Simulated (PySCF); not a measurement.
Cartesian coordinates in Å; atom numbers follow the order of the lines, from 1:
```xyz
17

C     0.362   -0.709    1.680
C    -0.485   -0.321    0.727
C    -1.903   -0.121    1.014
N    -2.708    0.182    0.093
C    -0.044   -0.053   -0.684
C     0.830    1.211   -0.890
C     1.911    0.246   -1.327
S     3.445    0.365   -1.828
N     1.105   -0.814   -1.139
H     1.409   -0.860    1.478
H     0.035   -0.892    2.689
H    -2.179   -0.265    2.067
H    -3.677    0.301    0.375
H    -0.910   -0.114   -1.347
H     1.061    1.767    0.015
H     0.490    1.892   -1.665
H     1.252   -1.802   -1.266
```

Calculated, not measured (PySCF 2.14.0 with density-fitted response routines): GFN2-xTB structure, PBE0/pcSseg-1 with gauge-including orbitals. One computed conformer, non-relativistic Hamiltonian, no solvent.

Scale: 13C (σref 186.93) against TMS (reference shieldings calculated alike).

Problem. Do the 13C shifts follow the atomic charges (in e)? Tabulate both.

Solution. 
```json
{"atoms": "C7", "hybridisation": "–", "δ (ppm)": "208.5", "σ para (ppm)": "-279", "Hirshfeld": "+0.06", "IAO": "+0.04", "Mulliken": "+0.07", "ESP-fitted": "+0.24"}
{"atoms": "C3", "hybridisation": "–", "δ (ppm)": "172.5", "σ para (ppm)": "-232", "Hirshfeld": "+0.05", "IAO": "+0.04", "Mulliken": "+0.19", "ESP-fitted": "+0.32"}
{"atoms": "C2", "hybridisation": "–", "δ (ppm)": "160.2", "σ para (ppm)": "-234", "Hirshfeld": "-0.00", "IAO": "-0.02", "Mulliken": "-0.40", "ESP-fitted": "-0.30"}
{"atoms": "C1", "hybridisation": "–", "δ (ppm)": "133.3", "σ para (ppm)": "-199", "Hirshfeld": "-0.08", "IAO": "-0.30", "Mulliken": "-0.01", "ESP-fitted": "-0.37"}
{"atoms": "C6", "hybridisation": "–", "δ (ppm)": "52.9", "σ para (ppm)": "-117", "Hirshfeld": "-0.07", "IAO": "-0.29", "Mulliken": "-0.15", "ESP-fitted": "-0.61"}
{"atoms": "C5", "hybridisation": "–", "δ (ppm)": "50.7", "σ para (ppm)": "-109", "Hirshfeld": "+0.02", "IAO": "-0.01", "Mulliken": "+0.09", "ESP-fitted": "+0.88"}
```

Correlation coefficients of δ with charge over these carbons: Hirshfeld +0.51, IAO +0.52, Mulliken +0.08, ESP-fitted +0.00; with the paramagnetic shielding -1.00. With so few points these coefficients are fragile. Charge is one influence among several: hybridisation and low-lying excitations act through the paramagnetic term.

Shifts are as computed. Against solution values, carbons near 30 ppm lie about +3 ppm off and those near 130 ppm about +5 ppm. Of 1211 compounds with measured shifts, 218 miss one by over three times the rms of a fit or turn the order of signals round; such compounds aren't used in these exercises.
